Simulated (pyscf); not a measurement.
PySCF, gas phase, ωB97X-D3(BJ)/def2-SVP geometries. Correlated levels are frozen-core, on RHF or UHF. ΔMP2 is the change of the MP2 total energy from the triple- to the quadruple-zeta basis.

### Question
For C₃H₈Si (SMILES C[SiH]1CC1) → H₂C=SiH–CH₂–CH₃ (SMILES C=[SiH]CC), a rearrangement (singlet surface; C–H, C–Si broken, C–H formed), PBE/def2-TZVP gives ΔE‡ = 69.0 kcal/mol and ΔE = +13.0 kcal/mol (zero: the reactant's lowest minimum found). In which direction and how far do r²SCAN/def2-TZVP, ωB97M-D3(BJ)/def2-TZVP, CCSD(T)/def2-TZVPP + ΔMP2(QZVPP) move these?

### Answer
r²SCAN: ΔE‡ = 72.4 kcal/mol, ΔE = +13.7 kcal/mol; ωB97M-D3(BJ): ΔE‡ = 76.0 kcal/mol, ΔE = +12.7 kcal/mol; CCSD(T): ΔE‡ = 76.5 kcal/mol, ΔE = +11.5 kcal/mol. PBE's barrier lies under all of them, by 3.4 to 7.6 kcal/mol. Its reaction energy lies among theirs. Low barriers are usual for a GGA, whose delocalisation error favours stretched bonds. At the saddle there is also a short H–Si contact that neither side keeps. cyclic C₃H₈Si (SMILES C[SiH]1CC1) lies 7.5 kcal/mol over its isomer H₂C=CH–SiH₂–CH₃, and others may lie lower still (electronic energy, ωB97M-D3(BJ)). H₂C=SiH–CH₂–CH₃ lies 20.2 kcal/mol over its isomer H₂C=CH–SiH₂–CH₃, and others may lie lower still (electronic energy, ωB97M-D3(BJ)). This is the saddle that the search found; another between the same sides may lie lower. The CCSD(T) − MP2 part came from Ansatz, without density fitting, on the same reference.
